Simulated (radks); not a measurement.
Problem. These are the eigenvalues of the occupied orbitals of an atom or ion with whole-number occupations (hartree). All-electron calculation, Dirac Kohn-Sham, PBE, spin-unpolarised, spherical densities, finite nucleus; Fermi nuclear charge, rms radius of each element as measured or else 0.836 A^(1/3) + 0.57 fm. Program: a radial shooting solver on a logarithmic mesh with Libxc functionals.

1s1/2: -278.8693
2s1/2: -32.89456
2p1/2: -28.51997
2p3/2: -27.97499
3s1/2: -3.65317
3p1/2: -2.35293
3p3/2: -2.28588
3d3/2: -0.22606
3d5/2: -0.21962
4p1/2: -0.06422
4p3/2: -0.06272

Which element is it, and in what charge state? The configuration may be excited. Open shells, if any, are shared by 2j + 1.

Solution. Z = 27, cobalt, charge 0: Co in [Ar] 3d8 4p1. The list shows which subshells hold electrons but not how many an open one holds; the 1s level, -278.87 hartree, gives Z - s = 23.6 by -(Z - s)^2/2, which with screening and relativity narrows Z to a few neighbours, and the depths of the outer levels then fix element, charge and occupations together.
